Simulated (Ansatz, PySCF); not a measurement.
N-methylbuta-2,3-dien-1-amine (C5H9N), SMILES C=C=CCNC. Atoms are numbered in the order given.

```xyz
15

C      3.0591     0.6462     0.2744
C      1.9259    -0.0064     0.2369
C      0.7896    -0.6570     0.1910
C     -0.4351    -0.1903    -0.5429
N     -1.5792    -0.1670     0.3376
C     -2.8095     0.2127    -0.3085
H      3.2678     1.3796     1.0608
H      3.8377     0.4781    -0.4777
H      0.6943    -1.6080     0.7312
H     -0.2232     0.7834    -1.0375
H     -0.6527    -0.9059    -1.3584
H     -1.3861     0.4440     1.1277
H     -2.7776     1.1968    -0.8269
H     -3.0833    -0.5410    -1.0655
H     -3.6272     0.2453     0.4271
```
Charge 0, spin multiplicity 1.

Geometry: PBE0-D3(BJ)/def2-SVP. The values are those of a single conformer.

Two levels are set side by side: PBE-D3(BJ)/def2-SVP (Ansatz, an electronic-structure program) and PBE0-D3(BJ)/def2-SVP (Ansatz). Each level has its own optimised geometry; the coordinates shown are those of the second. Frequencies come from the Hessian of PySCF at each geometry. Differences are taken from unrounded values.

```tsv
quantity	PBE0-D3(BJ)	PBE-D3(BJ)	PBE-D3(BJ) minus PBE0-D3(BJ)
mean bond length (Å)	1.203	1.213	0.009
bond C1–C2 (Å)	1.308	1.317	0.009
bond C2–C3 (Å)	1.310	1.319	0.009
bond C3–C4 (Å)	1.502	1.510	0.008
bond C4–N5 (Å)	1.444	1.455	0.011
bond N5–C6 (Å)	1.441	1.451	0.010
bond C1–H7 (Å)	1.095	1.104	0.009
bond C1–H8 (Å)	1.095	1.104	0.009
bond C3–H9 (Å)	1.098	1.106	0.009
bond C4–H10 (Å)	1.112	1.122	0.010
bond C4–H11 (Å)	1.107	1.116	0.009
bond N5–H12 (Å)	1.017	1.027	0.010
bond C6–H13 (Å)	1.113	1.123	0.010
bond C6–H14 (Å)	1.103	1.111	0.009
bond C6–H15 (Å)	1.100	1.109	0.008
highest harmonic wavenumber (cm⁻¹)	3572	3438	-134
mean harmonic wavenumber (cm⁻¹)	1467	1415	-52
zero-point energy (kcal/mol)	81.79	78.91	-2.88
```

Exact exchange shortens and stiffens bonds; PBE has none. Differences between two approximate levels are no errors against the true value.
